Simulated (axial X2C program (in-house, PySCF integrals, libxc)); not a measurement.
## Spin–orbit effects down a group: molecules with Cs (ions), CCSD(T)

Computed with an in-house all-electron X2C program for linear molecules (integrals from PySCF), spin-free (one-electron X2C) or two-component (2c: spin–orbit coupling with atomic mean-field Coulomb and Gaunt terms, which also bring small scalar terms), in Dyall basis sets with cores contracted in-house; open shells are unrestricted.

Basis sets: Cs dyall-cv3z, H dyall-v3z, Li dyall-cv3z, Na dyall-cv3z. Frozen shells (counts by l): CsH⁺ Cs 4s3p2d, H none, 9 electrons correlated; LiCs⁺ Cs 4s3p2d, Li 1s, 9 electrons correlated; NaCs⁺ Cs 4s3p2d, Na 2s1p, 9 electrons correlated. Coupled cluster in natural virtuals with an MP2 remainder. Where the outer core of a metal is frozen, bonds come out longer and ionisation energies lower.

| molecule | spin-free state | Re (Å) | ωe (cm⁻¹) | De (eV) | 2c state | Re 2c (Å) | ωe 2c (cm⁻¹) | De 2c (eV) |
| --- | --- | --- | --- | --- | --- | --- | --- | --- |
| CsH⁺ | M_S = 1/2, Λ = 0 | 3.492 | 171.4 | 0.03 | Ω = 1/2 | 3.492 | 171.3 | 0.03 |
| LiCs⁺ | M_S = 1/2, Λ = 0 | 4.303 | 124.2 | 0.40 | Ω = 1/2 | 4.302 | 124.3 | 0.40 |
| NaCs⁺ | M_S = 1/2, Λ = 0 | 4.548 | 68.0 | 0.41 | Ω = 1/2 | 4.547 | 68.0 | 0.41 |

**Question.** Work out the shifts from the spin-free to the two-component result.

**Answer.** 

| molecule | 2c state | ΔRe (Å) | Δωe (cm⁻¹) | ΔDe (eV) |
| --- | --- | --- | --- | --- |
| CsH⁺ | Ω = 1/2 | 0.000 | -0.1 | 0.00 |
| LiCs⁺ | Ω = 1/2 | -0.001 | 0.1 | 0.00 |
| NaCs⁺ | Ω = 1/2 | -0.001 | 0.0 | 0.00 |

Shifts of one unit in the last digit are rounding.

Fragments in 2c: Cs+ + H, Cs+ + Li, Cs+ + Na. Each entry is the lowest single determinant of a limited PBE0 search at one distance. De goes to single-determinant-based atoms at the same level (for ions the charge split of lowest energy) and is withheld (n/a) where an atom does not fit its ground term or J level. Main or longest-lived isotopes.
